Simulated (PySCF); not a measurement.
GeBr2, SMILES [Ge]([Br])[Br] (connectivity only; charge and spin as stated), neutral, multiplicity 1. Heavy atoms are numbered as in [Ge:1]([Br:2])[Br:3].

Geometry: PBE0-D3(BJ)/def2-SVP. The isomer is the one that the SMILES or the coordinates give; other isomers of the formula were not compared.

Calculation: PBE/pcSseg-2 in PySCF.

GIAO shieldings, no solvent; atoms alike by connectivity are averaged. δ = σ(ref) − σ: ⁷³Ge against GeH4 (σ = 1621.0 ppm), references at their B3LYP-D3(BJ)/def2-TZVP geometries, non-relativistic (without spin–orbit terms, shifts of atoms bonded to Cl or Br come out too high).

```
nucleus  atoms  count  δ (ppm)
-------  -----  -----  -------
⁷³Ge       Ge1      1   1135.0
```
